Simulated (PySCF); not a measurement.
## Vibration and rotation of MnI

UHF-MP2 constants of MnI, ⁷Σ⁺ (septet), unpaired electrons σ ↑↑, π ↑↑, δ ↑↑ (PySCF, scalar-relativistic core potentials, basis sets Mn def2-TZVP, I def2-TZVP with ECP28; masses 54.9380 and 126.9045 u):

- ωe: 233.7 cm⁻¹
- ωexe: 0.521 cm⁻¹
- Be: 0.064211 cm⁻¹
- αe: 0.000218 cm⁻¹
- D (centrifugal): 1.94e-08 cm⁻¹

Give the vibrational terms G(v) and spacings up to v = 6.

G(v) = ωe(v+½) − ωexe(v+½)².

| v | G(v) (cm⁻¹) | G(v) − G(v−1) | Bv (cm⁻¹) |
| --- | --- | --- | --- |
| 0 | 116.7 |  | 0.06410 |
| 1 | 349.4 | 232.7 | 0.06388 |
| 2 | 581.0 | 231.6 | 0.06367 |
| 3 | 811.6 | 230.6 | 0.06345 |
| 4 | 1041.1 | 229.5 | 0.06323 |
| 5 | 1269.6 | 228.5 | 0.06301 |
| 6 | 1497.0 | 227.4 | 0.06279 |

Correlated steps freeze 9 core orbitals. Spin–orbit coupling is left out, which matters for elements this heavy, above all for dissociation energies. With d or f electrons several states lie close, and the lowest PBE0 determinant need not be the measured ground state.
